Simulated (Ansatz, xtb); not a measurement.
## Ranking isomers of C5H9Br

3 gas-phase structures of C5H9Br, from a drawn sample of its isomers (lower ones may exist). Each was relaxed with GFN2-xTB; where two conformers were screened, the lower at r2SCAN-D4/def2-SVP is listed:

A. `CC1(Br)CCC1`, a singlet
B. `C[C@@H]1CC[C@H]1Br`, a singlet
C. `C[C@@H]1CC[C@@H]1Br`, a singlet

Problem. Which do you expect lowest at r2SCAN-D4/def2-SVP, and how would the others follow?

Solution. Calculated order at r2SCAN-D4/def2-SVP: A (0.0), B (0.5), C (1.5) kcal/mol. Less than 1 kcal/mol parts A and B; B and C, so the order within those pairs means little.

Energies above the lowest of each column, in kcal/mol; the last columns are at B3LYP/def2-SVP geometries:

| structure | GFN2-xTB | HF/STO-3G | r2SCAN-D4/def2-SVP | B3LYP/def2-SVP | CCSD(T)/def2-SVP + ΔMP2/def2-TZVPP |
| --- | --- | --- | --- | --- | --- |
| A | 0.0 | 1.6 | 0.0 | 0.9 | 0.0 |
| B | 0.5 | 0.0 | 0.5 | 0.0 | 0.3 |
| C | 1.3 | 1.3 | 1.5 | 1.8 | 1.6 |

CCSD(T)/def2-SVP + ΔMP2/def2-TZVPP has A and B within 1 kcal/mol of each other at the bottom, and every level picks one of them. ΔMP2 is the change of the MP2 energy from the smaller to the larger basis.

Programs: Ansatz 0.2.0, xtb 6.7.1.
